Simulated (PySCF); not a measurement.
All values below come from ωB97X-D3(BJ)/def2-TZVP // B3LYP-D3(BJ)/def2-TZVP in PySCF 2.14.0. All species are isolated molecules in the gas phase. 

Reference species (SMILES): `ClBCl` (neutral, multiplicity 1).

- dipole moment = 0.54 D

Changed species: `ClB` (whole molecule; the reference has whole molecule).

Question: What does the change do to the dipole moment?

Answer: the dipole moment rises by 0.12 D, to 0.66 D.
